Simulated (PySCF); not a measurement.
Species: FH8PSi3.
Structure used (PBE0-D3(BJ)/def2-SVP), in Å, numbered top down from 1:
```xyz
13
FH8PSi3 angstrom
F      0.264   -0.308   -2.316
Si    -0.083    0.029   -0.748
Si     1.923    0.412    0.403
Si    -1.283   -1.760    0.185
P     -1.434    1.851   -0.705
H      2.632    1.595   -0.174
H      1.565    0.708    1.826
H      2.830   -0.775    0.368
H     -2.579   -1.967   -0.529
H     -1.561   -1.420    1.616
H     -0.478   -3.019    0.133
H     -1.423    1.841    0.727
H     -0.365    2.798   -0.793
```

Method: PBE0-D3(BJ)/def2-SVP geometry optimisation, gas phase in PySCF.

Take the most abundant isotopes and a rigid rotor. The values belong to one conformer with, in the numbering `[F:1][Si:2]([SiH3:3])([SiH3:4])[PH2:5]`, F1–Si2–P5–H -177° and -84°.

What are A, B and C (cm⁻¹)?

Ia = 334.00, Ib = 350.67, Ic = 480.31 u·Å²; 505379 MHz·u·Å²/I gives 1513, 1441 and 1052 MHz, that is A = 0.05047, B = 0.04807, C = 0.03510 cm⁻¹.

Classify the top.

An asymmetric top; Ray's κ = 0.688.

What does the inertial defect say?

Not planar: Δ = Ic − Ia − Ib = -204.36 u·Å². For a rigid frame Δ = −2 Σ m c², so Σ m c² = 102.18 u·Å² lies off the ab plane: 11.05 from hydrogen and 91.13 from heavier atoms. The atom farthest from that plane is 1.97 Å away.

Give the other two planar moments, Paa and Pbb, and the rms extents of the mass along the axes.

Paa = Σ m a² = (Ib + Ic − Ia)/2 = 248.49 and Pbb = Σ m b² = (Ia + Ic − Ib)/2 = 231.82 u·Å². With the mass M = 141.97 u, the rms extents √(P/M) along a, b and c are 1.32, 1.28, 0.85 Å.

Which lines would a microwave search look for?

The dipole components are |μa| = 0.58 D, |μb| = 0.33 D, |μc| = 1.50 D. The squared components, which scale the intensities, stand as 0.15 : 0.05 : 1.00 (a : b : c). Some lines, for components of 0.1 D or more:

| type | branch | J(Ka,Kc) | MHz | lower level (cm⁻¹) |
| --- | --- | --- | --- | --- |
| a | Q | 1(1,0) ← 1(1,1) | 389 | 0.086 |
| c | Q | 3(3,1) ← 3(2,1) | 431 | 0.570 |
| b | Q | 1(1,0) ← 1(0,1) | 461 | 0.083 |
| b | Q | 2(2,0) ← 2(1,1) | 542 | 0.278 |
| a | Q | 3(2,1) ← 3(2,2) | 1065 | 0.535 |
| b | Q | 3(2,1) ← 3(1,2) | 1110 | 0.533 |
| b | Q | 2(2,1) ← 2(1,2) | 1383 | 0.239 |
| b | Q | 3(3,1) ← 3(2,2) | 1496 | 0.535 |
| a | Q | 3(1,2) ← 3(1,3) | 2086 | 0.464 |
| b | Q | 3(2,2) ← 3(1,3) | 2130 | 0.464 |
| a | R | 1(0,1) ← 0(0,0) | 2493 | 0.000 |
| c | R | 1(1,0) ← 0(0,0) | 2954 | 0.000 |
| b | R | 2(0,2) ← 1(1,1) | 4589 | 0.086 |
| a | R | 2(1,2) ← 1(1,1) | 4598 | 0.086 |
| a | R | 2(0,2) ← 1(0,1) | 4661 | 0.083 |
| b | R | 2(2,1) ← 1(1,0) | 5592 | 0.099 |
| c | R | 2(1,1) ← 1(0,1) | 5837 | 0.083 |
| c | R | 2(2,0) ← 1(1,0) | 5918 | 0.099 |
| c | R | 2(2,1) ← 1(1,1) | 5981 | 0.086 |
| b | R | 2(2,0) ← 1(1,1) | 6307 | 0.086 |
| b | R | 3(1,3) ← 2(0,2) | 6742 | 0.239 |
| a | R | 3(2,2) ← 2(2,1) | 7480 | 0.285 |
| b | R | 3(3,1) ← 2(2,0) | 8650 | 0.296 |
| c | R | 3(2,1) ← 2(1,1) | 8761 | 0.278 |
| c | R | 3(1,2) ← 2(0,2) | 8827 | 0.239 |
| c | R | 3(3,0) ← 2(2,0) | 8898 | 0.296 |
| c | R | 3(3,1) ← 2(2,1) | 8976 | 0.285 |
| b | R | 3(3,0) ← 2(2,1) | 9224 | 0.285 |

Not checked by PBE0-D3(BJ)/def2-SVP frequencies. These are rigid-rotor constants of the computed structure; measured ground-state constants (B0) also hold zero-point vibration. A rigid rotor knows nothing of internal rotation, which can split or shift real lines.
